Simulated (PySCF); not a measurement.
One of the candidates below gave these computed data.

All candidates are C7H14O2Si.

* Dipole: 2.56 D [PBE0/pcSseg-1]
* 13C NMR: chemical shifts (computed TMS as zero) by class: 83.0 (1 C), 82.0 (1 C), 74.0 (1 C), 70.5 (1 C), 21.7 (1 C), 8.2 (1 C), 5.0 (1 C) ppm [GIAO PBE0/pcSseg-1]
* Rotational structure: rotational constants A, B, C: 1.452, 0.689, 0.516 GHz [GFN2-xTB]
* NMR, other nuclei: isotropic shieldings of nuclei other than C and H, by class: 289 (1 O), 330 (1 O), 374 (1 Si) ppm [GIAO PBE0/pcSseg-1]
* 1H NMR: chemical shifts (computed TMS as zero) by class: 5.06 (1 H), 4.85 (1 H), 4.10 (1 H), 4.10 (1 H), 3.47 (1 H), 2.01 (1 H), 1.99 (3 H), 1.68 (1 H), 1.53 (3 H), 1.40 (1 H) ppm [GIAO PBE0/pcSseg-1]

Gas-phase values; electronic properties from PySCF, density fitting. Levels stand in brackets. Geometry: GFN2-xTB, one conformer, isolated molecule. Each NMR value is the plain mean over a class of atoms that symmetry, rotation or inversion makes alike.

Question: Which candidate is it?
A. `C=C(C)[C@@]1(CC)CO[SiH2]O1`
B. `CC#CC[SiH2]O[C@@H](C)CO`
C. `CC(=O)[C@@](C)(C=O)CC[SiH3]`
D. `C=CC(=C)C[Si](O)(O)CC`
E. `CC(=O)[C@@H]1C[Si@H](C)O[C@@H]1C`

Answer: B. It is `CC#CC[SiH2]O[C@@H](C)CO`. Numbering: `[CH3:1][C:2]#[C:3][CH2:4][SiH2:5][O:6][C@@H:7]([CH3:8])[CH2:9][OH:10]`. Its formula, C7H14O2Si, gives 2 degrees of unsaturation: 0 rings and 2 π bonds in the structure found. 7 carbons fall into 7 classes; from least to most shielded: alkyne carbon [C2] (83.0 ppm), alkyne carbon [C3] (82.0 ppm), sp3 carbon bound to oxygen [C7] (74.0 ppm), carbinol carbon (C–OH) [C9] (70.5 ppm), methyl carbon [C8] (21.7 ppm), sp3 carbon bound to silicon [C4] (8.2 ppm), propargylic carbon [C1] (5.0 ppm). Hydrogen classes from least to most shielded: 1 H on an oxygen-bound silicon, Si5 (5.06 ppm), 1 H on an oxygen-bound silicon, Si5 (4.85 ppm), 1 H on a carbinol carbon (C–OH), C9 (4.10 ppm), 1 H on an sp3 carbon bound to oxygen, C7 (4.10 ppm), 1 H on a carbinol carbon (C–OH), C9 (3.47 ppm), 1 H on an sp3 carbon bound to silicon, C4 (2.01 ppm), 3 H on a propargylic carbon, C1 (1.99 ppm), 1 H on an alcohol oxygen, O10 (1.68 ppm), 3 H on a methyl carbon, C8 (1.53 ppm, a mean of values up to 1.3 ppm apart in this geometry), 1 H on an sp3 carbon bound to silicon, C4 (1.40 ppm). The other shieldings belong to: 289 ppm, silyl ether oxygen [O6]; 330 ppm, alcohol oxygen [O10]; 374 ppm, oxygen-bound silicon [Si5]. The optimised geometry has point group C1 and is an asymmetric top.

The others, at the same levels:
- `C=CC(=C)C[Si](O)(O)CC` fails: its computed 13C shifts are 151.4 (1 C), 148.8 (1 C), 125.6 (1 C), 121.2 (1 C), 26.9 (1 C), 14.7 (1 C), 11.4 (1 C) ppm, 1H shifts are 6.71 (1 H), 5.70 (1 H), 5.50 (1 H), 5.50 (1 H), 5.23 (1 H), 2.02 (2 H), 1.73 (2 H), 1.02 (3 H), 0.73 (2 H) ppm and rotational constant A is 1.355 GHz (against 1.452 GHz).
- `CC(=O)[C@@](C)(C=O)CC[SiH3]` fails: its computed 13C shifts are 212.2 (1 C), 208.6 (1 C), 73.0 (1 C), 37.6 (1 C), 25.6 (1 C), 16.6 (1 C), 8.1 (1 C) ppm, 1H shifts are 9.68 (1 H), 3.84 (3 H), 2.89 (1 H), 2.34 (3 H), 1.54 (3 H), 1.13 (1 H), 0.72 (1 H), 0.31 (1 H) ppm and rotational constant A is 1.728 GHz (against 1.452 GHz).
- `CC(=O)[C@@H]1C[Si@H](C)O[C@@H]1C` fails: its computed 13C shifts are 219.9 (1 C), 79.6 (1 C), 55.6 (1 C), 36.2 (1 C), 22.9 (1 C), 19.6 (1 C), -0.2 (1 C) ppm, 1H shifts are 5.14 (1 H), 4.15 (1 H), 2.88 (1 H), 2.24 (3 H), 1.31 (3 H), 0.93 (1 H), 0.73 (1 H), 0.59 (3 H) ppm and rotational constant A is 1.669 GHz (against 1.452 GHz).
- `C=C(C)[C@@]1(CC)CO[SiH2]O1` fails: its computed 13C shifts are 169.3 (1 C), 113.4 (1 C), 84.7 (1 C), 76.7 (1 C), 43.1 (1 C), 24.1 (1 C), 9.6 (1 C) ppm, 1H shifts are 5.17 (1 H), 5.12 (1 H), 5.06 (1 H), 4.56 (1 H), 4.50 (1 H), 4.24 (1 H), 2.12 (3 H), 2.03 (1 H), 1.26 (1 H), 1.05 (3 H) ppm and rotational constant A is 1.577 GHz (against 1.452 GHz).

Each candidate is one conformer, not necessarily the lowest. The conformers computed, where there is a choice (atom-mapped SMILES and torsion angles):
- `[CH3:1][C:2](=[O:3])[C@@:4]([CH3:5])([CH:6]=[O:7])[CH2:8][CH2:9][SiH3:10]`: C1–C2–C4–C5 168°, C2–C4–C6–O7 76°, C2–C4–C8–C9 175°, C4–C8–C9–Si10 174°

The conformers of `CC#CC[SiH2]O[C@@H](C)CO`, `C=CC(=C)C[Si](O)(O)CC`, `CC(=O)[C@@H]1C[Si@H](C)O[C@@H]1C` and `C=C(C)[C@@]1(CC)CO[SiH2]O1` aren't listed.
